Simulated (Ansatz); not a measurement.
`CO[SiH](C)C` + `BN` → `BN[SiH](C)C` + CH₃OH at 700 K and 1 bar (ligand exchange at the Si–O bond).

Computed with Ansatz on PBE0-D4/def2-TZVP structures; ΔE is electronic, products minus reactants. CCSD(T)/CBS is the MP2 limit (def2-TZVPP, def2-QZVPP) plus CCSD(T) − MP2 in def2-TZVPP, frozen cores. This one scheme is used for every species. Each species was taken in one conformer, which may not be the lowest.

```
      species  CCSD(T)/CBS energy (Eh)  H − E (kJ/mol)  S (J/(mol·K))
`CO[SiH](C)C`               -484.48883           424.4          521.3
         `BN`                -81.93499           163.7          282.2
`BN[SiH](C)C`               -450.78732           417.0          518.4
        CH₃OH               -115.61712           170.8          288.5
```

H − E and S are ideal-gas, rigid-rotor, harmonic terms from PBE0-D4/def2-TZVP, for one conformer and one mirror image of each species. 1 Eh = 2625.50 kJ/mol, R = 8.31446 J/(mol·K).

Problem. By hand: ΔE, ΔH, ΔS and ΔG.

Solution. ΔE = (-450.78732) + (-115.61712) − (-484.48883) − (-81.93499) = 0.01938 Eh = 50.9 kJ/mol. Δ(H − E) = 417.0 + 170.8 − 424.4 − 163.7 = -0.3, so ΔH = 50.6 kJ/mol. ΔS = 518.4 + 288.5 − 521.3 − 282.2 = 3.4 J/(mol·K). ΔG = 50.6 − 700 × (3.4)/1000 = 48.2 kJ/mol.

Problem. By hand: the equilibrium constant, and the temperature at which ΔG would vanish if ΔH and ΔS stayed fixed.

Solution. log₁₀ K = −ΔG/(RT ln 10) = -3.6. ΔG = 0 at ΔH/ΔS = 14882 K, far beyond where these terms or the molecules hold.

The number of gas molecules stays the same, so ΔS is small and ΔH decides. A doubt of 5 kJ/mol in ΔE shifts log₁₀ K by 0.4 here. Other conformers and mirror images would add mixing entropy, several J/(mol·K) or more a flexible species. Modes under 60 cm⁻¹, often nearly free rotors, make the harmonic entropy too high. These are equilibria of isolated gas molecules and say nothing of rates. Largest T1 diagnostic: 0.012 (customary marks: 0.02 for closed shells, 0.045 for open ones).
